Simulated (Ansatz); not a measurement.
Question: Name a neutral molecule of C, F and H with LUMO energy (ωB97M-V/def2-TZVPP) between 1.95 and 2.25 eV and LUMO energy (PBE/def2-TZVPP) between -1.00 and -0.70 eV (Ansatz, PBE0-D4/def2-TZVP geometry).

Answer: `C/C(F)=C/CF` (2.20 eV, -0.96 eV); `F[C@H]1[C@H](F)C1(F)F` (2.25 eV, -0.96 eV); `FC1C(F)(F)CC1(F)F` (2.22 eV, -0.79 eV). Other molecules can fit too; these were computed, each in one conformer that needn't be the lowest.
